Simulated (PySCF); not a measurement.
Vertical excitation energies

C4H5ClF2.
Z-matrix (Å and degrees, GFN2-xTB geometry), rows numbered from 1:
```
F 
C   1  1.3663
C   2  1.5368  1  114.82
C   3  1.5367  2   89.63  1  -127.43
F   4  1.3644  3  112.13  2  -104.27
C   2  1.5361  1  114.05  3  -101.48
Cl  6  1.7661  2  116.73  1  -111.90
H   2  1.0920  1  107.47  3   130.06
H   3  1.0863  2  115.71  1   115.53
H   3  1.0864  2  112.28  1   -12.28
H   4  1.0930  3  118.27  2   130.93
H   6  1.0899  2  112.06  1    13.78
```

The calculation used TDDFT PBE0/def2-SVPD, vertical, gas phase, core orbitals frozen in the response (PySCF 2.14.0, density-fitted response routines).

| state | E (eV) | E (kJ/mol) | λ (nm) | f | main configurations (H = HOMO, L = LUMO) |
| --- | --- | --- | --- | --- | --- |
| S1 | 6.93 | 668 | 179.0 | 0.0056 | H→L (95%) |
| S2 | 7.02 | 677 | 176.7 | 0.0083 | H-1→L (94%) |
| S3 | 7.86 | 759 | 157.6 | 0.0021 | H-2→L (92%) |
| S4 | 7.99 | 771 | 155.2 | 0.0063 | H→L+1 (87%) |
| S5 | 8.07 | 779 | 153.6 | 0.0081 | H-1→L+1 (88%) |
| S6 | 8.46 | 816 | 146.6 | 0.024 | H-3→L (71%), H→L+2 (20%) |
| S7 | 8.55 | 825 | 145.0 | 0.031 | H→L+2 (56%), H-4→L (14%), H-3→L (14%) |
| S8 | 8.68 | 838 | 142.8 | 0.029 | H-1→L+2 (74%), H-1→L+3 (16%) |

Triplets (Tamm–Dancoff): T1 6.34 eV, H→L (89%); T2 6.40 eV, H-1→L (88%); T3 7.50 eV, H-2→L (80%).

The lowest singlet comes at 179 nm (668 kJ/mol) in the vacuum ultraviolet; it is weak; its leading configuration is HOMO→LUMO (95%). The strongest level in the table is S7 at 8.55 eV (145 nm, f = 0.031). Löwdin shares by element: HOMO chlorine 59%, carbon 22% or more, fluorine 6% or more; LUMO carbon 35% or more, chlorine 33% (atoms not listed hold the other 32%). Weighted by f, the mean energy of these states is 8.29 eV. The oscillator strengths of these states sum to 0.114; summed over the whole spectrum of an exact calculation they would give the number of electrons, 64 (Thomas–Reiche–Kuhn). Of the 8 states listed, 3 reach f = 0.01 and none stays under 0.0005. No computed singlet lies in the visible range (380 to 750 nm); the lowest, at 179 nm, stands 3.66 eV above its violet end (3.26 eV). Singlets were solved by full linear response, triplets in the Tamm–Dancoff approximation.

One conformer stands for the species.
